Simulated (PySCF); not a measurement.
A search over the determinants of GeTe⁺

Unrestricted PBE0; PySCF, scalar-relativistic core potentials, basis sets Ge def2-SVP, Te def2-SVP with ECP28. Outer shells of the fragments: Ge+ 3d10 4s2 4p1; Te 4d10 5s2 5p4.

Followed along the bond (rough minima from three points):

| 2Ms+1 | unpaired | ⟨S²⟩ at the start | R at minimum (Å) | Te (eV) |
| --- | --- | --- | --- | --- |
| 2 | π ↑ | 0.77 | 2.50 | 0.00 |
| 2 | σ ↑ | 0.76 | 2.34 | 0.54 |
| 4 | π ↑↑↑ | 3.76 | none in the scan | ≤ 1.49 |

Solutions found at the starting distance of 2.580 Å, counted from the lowest of them; the search is not exhaustive and high or unbound solutions are not listed, so other states can lie among these:

```
2Ms+1   unpaired   term  E (eV)  ⟨S²⟩  ⟨Lz²⟩  μ (D)
    2        π ↑     ²Π    0.00  0.77   1.01  -3.14
    2        σ ↑    ²Σ⁺    0.86  0.76   0.00  -3.66
    4      π ↑↑↑     ⁴Π    1.74  3.76   1.00  -0.23
    4  σ ↑, π ↑↑  mixed    2.11  3.76   2.01  -1.85
    2      π ↑↑↓  mixed    2.14  1.76   3.02  -0.25
    4  σ ↑, π ↑↑  mixed    2.42  3.76   2.01  -2.22
    2  σ ↓, π ↑↑  mixed    2.60  1.77   2.01  -1.71
    2  σ ↓, π ↑↑  mixed    2.91  1.77   2.01  -2.08
    2        π ↑  mixed    3.40  0.75   3.01  -0.25
    4  σ ↑, π ↑↑    ⁴Σ⁻    4.50  3.75   0.00  -1.49
```

A term symbol is given only where ⟨S²⟩ and ⟨Lz²⟩ are close to those of a pure state; real π, δ and φ orbitals otherwise mix terms. A positive dipole points towards Te; it is taken about the centre of mass and depends on that origin.

Question: Compare the gap between the two lowest followed solutions at the starting distance with the gap between their minima.

Answer: At PBE0 the second solution (doublet, unpaired electrons σ ↑) lies +0.86 eV from the first (doublet, unpaired electrons π ↑) at 2.580 Å and +0.54 eV at the minima; the two curves relax by different amounts, since their minima lie near 2.34 and 2.50 Å.

Spin–orbit coupling is left out. Counting both spins, an empty level lies below a filled one in some of these solutions, because spin and occupation are held.
